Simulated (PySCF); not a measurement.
Write Cartesian coordinates for `[SiH3][Ge@H]([Cl])[GeH3]` as optimised with PBE0-D3(BJ)/def2-SVP.

```xyz
11
ClGe2H7Si angstrom
Si    -1.979   -0.463    0.349
Ge    -0.029    0.889    0.135
Cl    -0.362    2.023   -1.708
Ge     2.031   -0.331   -0.236
H     -1.907   -1.275    1.602
H     -3.193    0.406    0.378
H     -2.037   -1.376   -0.831
H      0.105    1.942    1.254
H      2.387   -1.158    1.014
H      1.831   -1.277   -1.431
H      3.172    0.654   -0.542
```

Any rigid rotation of these coordinates is as good. Atoms count from 1 in this order. Ge2 (germanium bonded to Cl, Ge, Si and H) is distorted tetrahedral (angles from 104.2° to 115.1°). Ge4 (germanium bonded to Ge and 3 H) is tetrahedral (angles from 108.5° to 110.0°). Si1 (SiH3 silicon) is tetrahedral (angles from 107.9° to 110.1°).

Bonds between heavy atoms (Å): Si1–Ge2 2.382, Ge2–Cl3 2.189, Ge2–Ge4 2.423.

The calculation used PySCF, PBE0-D3(BJ)/def2-SVP geometry optimisation, gas phase.

Point group: C1 (no symmetry element, even within 0.4 Å). Stationary, but not proved a minimum.
